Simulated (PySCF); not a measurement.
# How methods differ on the excitation energy of Re⁺

Re⁺ [Xe] 4f14 5d5 6s1 (7S) → Re⁺ [Xe] 4f14 5d6 (5D), as a difference of total energies. Computed with PySCF 2.14 in ANO-RCC-VTZP (8s7p5d3f2g1h, 104 functions), with scalar relativity by spin-free X2C-1e. Correlated levels: valence: [Xe] 4f14 frozen. The calculations carry no spin-orbit coupling.

```csv
method,excitation energy (eV)
UHF,3.357
MP2 (valence),2.721
SCS-MP2 (valence),2.157
CCSD (valence),2.530
CCSD(T) (valence),2.365
```

Task: How much does correlation contribute at CCSD(T) (valence)?

Result: 2.365 − (3.357) = -0.992 eV, measured against UHF.

A first-order spin-orbit estimate (lowest level to lowest level, LS coupling) adds -0.349 eV.

The coupled-cluster amplitudes are large for the upper state (T1 above 0.03 or a double amplitude above 0.15), so a single reference is strained.
